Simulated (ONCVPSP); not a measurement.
## technetium (Tc): one change to an ONCV potential, before and after

ONCVPSP 4.0.1 input, shortened (lines: element, Z, core and valence counts, functional; n l f; lmax; l rc ep ncon nbas qcut; lloc lpopt rc5 dvloc0; l nproj debl; icmod fcfact rcfact), Wu-Cohen, scalar-relativistic:

```
  Tc 43.00    6    3  -118130      upf
    1    0    2.00
    2    0    2.00
    2    1    6.00
    3    0    2.00
    3    1    6.00
    3    2   10.00
    4    0    2.00
    4    1    6.00
    4    2    5.00
    2
    0    1.85    0.00    4    8    5.20
    1    1.80    0.00    4    7    7.70
    2    2.05    0.00    4    9    8.50
    4    5    1.70    6.00
    0    1    2.90
    1    2    3.90
    2    2    1.80
    0    0.00    0.00
```

All-electron outer shells of the reference configuration (Wu-Cohen, scalar-relativistic, ld1.x):

```
shell  level (eV)  outermost node (bohr)  outermost maximum (bohr)
   4s      -89.59                   0.50                      0.95
   4p      -61.57                   0.51                      1.03
   4d      -22.50                   0.50                      1.27
```

Change: local potential polynomial inside 1.75 bohr (lpopt 3, dvloc0 0 Ha).

Cutoffs: the cutoffs (Ha) at which the residual kinetic energy of the hardest occupied pseudo-wave falls to 1 and 0.1 mHa per electron; they do not see the model core or the augmentation charge, which bear on the density cutoff. Errors are all-electron minus pseudo energies relative to the spin-unpolarised reference configuration.

Problem. Predict the effect on cutoff, ghosts and configuration errors.

Solution. The potential gets neither clearly harder nor softer (21 Ha and 25 Ha → 21 Ha and 25 Ha); the number of tests with a reliable result goes from 3 to 1; the range in which the s phases agree narrows (upper end 4.9 → -2.6); neither file shows a bound ghost.

| quantity | base | changed |
| --- | --- | --- |
| cutoff, loose | 21 Ha | 21 Ha |
| cutoff, tight | 25 Ha | 25 Ha |
| bound ghosts | none | none |
| GHOST(+) flags under 300 eV | none | none |
| tests with a reliable result | 3 of 4 | 1 of 4 |
| error for 4s2 4p6 4d4, meV [ΔE 28.70 eV] | +3.8 | +6.1 |
| s: phases at 1.88 bohr within 0.05 rad from the reference energy up to (Ha; the scan ends near 5) | 4.9 | -2.6 |
| p: phases at 1.83 bohr within 0.05 rad from the reference energy up to (Ha; the scan ends near 5) | to the end of the scan | to the end of the scan |
| d: phases at 2.08 bohr within 0.05 rad from the reference energy up to (Ha; the scan ends near 5) | to the end of the scan | to the end of the scan |
